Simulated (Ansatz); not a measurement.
ClF₂H₃OSi₂ (`F[Si](F)(Cl)O[SiH3]`): the same geometry under several functionals.

```yaml
crystal:
  periodic: [false, false, false]
  atoms:
    - {symbol: F, position_ang: [-2.046894, -1.352671, 0.128683]}
    - {symbol: Si, position_ang: [-0.915455, -0.877508, -0.857176]}
    - {symbol: F, position_ang: [-0.051962, -2.145258, -1.210917]}
    - {symbol: Cl, position_ang: [-1.768034, -0.179570, -2.539641]}
    - {symbol: O, position_ang: [-0.014567, 0.237135, -0.174854]}
    - {symbol: Si, position_ang: [1.002290, 0.917486, 0.924522]}
    - {symbol: H, position_ang: [1.264225, 2.309306, 0.493533]}
    - {symbol: H, position_ang: [2.264819, 0.141922, 0.961357]}
    - {symbol: H, position_ang: [0.354179, 0.902857, 2.257394]}
basis:
  gaussian: {orbitals: def2-TZVPP}
hamiltonian: {xc: r2scan, dispersion: d4}
output: {forces: true, orbitals: {seedname: orbitals}}
```

```sh
$ ansatz run in.yaml --threads 4 --pin off --events-out ev --progress --plain
```

Output, abridged:

```
Functional definition: r2SCAN
1510 factors; their error is unknown
mean field evaluation 1: about -35806.9451 eV, gradient 7.2e1 eV
mean field evaluation 2: about -35788.5197 eV, gradient 1.3e2 eV
mean field evaluation 4: about -35814.2891 eV, gradient 8.2e0 eV
mean field evaluation 8: about -35814.3391 eV, gradient 2.2e-1 eV
mean field evaluation 16: about -35814.3391 eV, gradient 3.5e-5 eV
mean field -35814.33914449 eV, -1316.1526877291 hartree, gradient 3.6e-5 eV, S^2 0.000000; 0 other end points of the search recorded, 0 dependent functions left out
reference -35814.33915736 eV, -1316.1526882021 hartree; 37, 37 occupied and 224, 224 virtual orbitals, 1510 factors
Total energy: -35814.40014411 eV, -1316.1549294237 hartree
Atom 0 at    -2.046894    -1.352671     0.128683 Å, force    -0.049863    -0.020210     0.047879 eV/Å
Atom 1 at    -0.915455    -0.877508    -0.857176 Å, force    -0.027606    -0.012871    -0.033733 eV/Å
Atom 2 at    -0.051962    -2.145258    -1.210917 Å, force     0.042138    -0.056710    -0.013834 eV/Å
Atom 3 at    -1.768034    -0.179570    -2.539641 Å, force    -0.026912     0.018067    -0.050748 eV/Å
Atom 4 at    -0.014567     0.237135    -0.174854 Å, force     0.042534     0.058615     0.029251 eV/Å
Atom 5 at     1.002290     0.917486     0.924522 Å, force     0.017773     0.015733     0.016877 eV/Å
Atom 6 at     1.264225     2.309306     0.493533 Å, force     0.001963    -0.031808     0.021561 eV/Å
Atom 7 at     2.264819     0.141922     0.961357 Å, force    -0.023317     0.023845     0.007186 eV/Å
Atom 8 at     0.354179     0.902857     2.257394 Å, force     0.023290     0.005340    -0.024438 eV/Å
Dipole moment:     0.207399     0.251537     0.158437 e Å
```

It took 22 s on 4 threads of a server CPU on a shared host, with 0.44 GiB of host memory at the peak.

Changing it to `hamiltonian: {xc: {name: wB97X-V}}` and no forces (abridged; 4.3 s):

```
Functional definition: wB97X-V
mean field evaluation 16: about -35812.8317 eV, gradient 6.5e-5 eV
mean field -35812.83174141 eV, -1316.0972916875 hartree, gradient 6.5e-5 eV, S^2 0.000000
Total energy: -35812.83173922 eV, -1316.0972916072 hartree
```

The same input with `hamiltonian: {xc: {name: BHLYP}, dispersion: d4}` and no forces (abridged; 2 s):

```
Functional definition: BHLYP
mean field -35817.09435406 eV, -1316.2539398131 hartree, gradient 2.8e-5 eV, S^2 0.000000
Total energy: -35817.42585237 eV, -1316.2661221515 hartree
```

Changing it to `hamiltonian: {xc: hse06, dispersion: d4}` and no forces (abridged; 2.1 s):

```
Functional definition: HSE06
mean field -35800.56710967 eV, -1315.6465747843 hartree, gradient 8.8e-5 eV, S^2 0.000000
Total energy: -35800.76846730 eV, -1315.6539745408 hartree
```

With the line `hamiltonian: {xc: lda}` and no forces (abridged; 0.8 s):

```
Functional definition: SPW92
mean field evaluation 16: about -35666.7264 eV, gradient 8.5e-5 eV
mean field -35666.72636328 eV, -1310.7280180752 hartree, gradient 8.5e-5 eV, S^2 0.000000
Total energy: -35666.72640528 eV, -1310.7280196186 hartree
```

The same input with `hamiltonian: {xc: {name: PBE-QIDH}}` and no forces (abridged; 3.3 s):

```
Functional definition: PBE-QIDH
mean field evaluation 16: about -35782.3857 eV, gradient 1.1e-5 eV
mean field -35782.38570496 eV, -1314.9784204850 hartree, gradient 4.9e-6 eV, S^2 0.000000
18 core orbitals not correlated: weight in the atoms' cores, before any rotation towards them, 1.000 or more for the frozen orbitals, at most 0.000 for the correlated occupied ones
second order -34.84664084 eV of doubles, -0.00000000 eV of singles
Total energy: -35794.00126532 eV, -1315.4052844551 hartree
```

HSE06 is the plane-wave form, built on full-range PBE exchange.
